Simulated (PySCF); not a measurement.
BiH3(H2O) at several levels of theory

Computed with PySCF 2.14.0 (density fitting, no spin-orbit coupling) at the geometry relaxed with PBE0:

```xyz
7
BiH3(H2O) (singlet)
Bi   -0.3940   -0.5329    0.5329
H     0.7093    0.7962    1.0104
H     0.4690   -1.6578    1.6578
H     0.7093   -1.0104   -0.7962
O    -1.0392    1.6545   -1.6545
H    -1.6145    2.2982   -1.2268
H    -1.6145    1.2268   -2.2982
```

```json
{"level": "PBE0", "basis": "Bi def2-SVP with ECP60, H def2-SVP, O def2-SVP", "state": "singlet", "HOMO (eV)": "-7.15", "gap (eV)": "7.51", "charge on Bi1 (e)": "0.18", "dipole about the centre of mass (D)": "3.53", "largest force component (eV/Å)": "0.01"}
{"level": "BLYP", "basis": "the same", "state": "singlet", "HOMO (eV)": "-5.93", "gap (eV)": "5.62", "charge on Bi1 (e)": "0.24", "dipole about the centre of mass (D)": "3.59", "largest force component (eV/Å)": "0.87"}
{"level": "PBE", "basis": "the same", "state": "singlet", "HOMO (eV)": "-6.06", "gap (eV)": "5.69", "charge on Bi1 (e)": "0.16", "dipole about the centre of mass (D)": "3.50", "largest force component (eV/Å)": "0.76"}
```

Charges are Mulliken's, which hang on the basis. The relaxation used the grid (50, 194), these runs (75, 302) or, all-electron (x2c bases, spin-free X2C Hamiltonian), (99, 590).

Problem. What does PBE0 with Bi def2-TZVP with ECP60, H def2-TZVP, O def2-TZVP give here?

Solution. state singlet, HOMO (eV) -7.27, gap (eV) 7.32, charge on Bi1 (e) 0.13, dipole about the centre of mass (D) 3.56, largest force component (eV/Å) 0.34. Time: 8.9 s on 2 threads of Intel(R) Xeon(R) Platinum 8259CL CPU @ 2.50GHz (Skylake/Cascade Lake), with other jobs on the host, from free ions and atoms.

In the first row's basis the gap widens with exact exchange: 5.6 to 5.7 eV for BLYP, PBE (none); 7.5 eV for PBE0 (a fixed share).
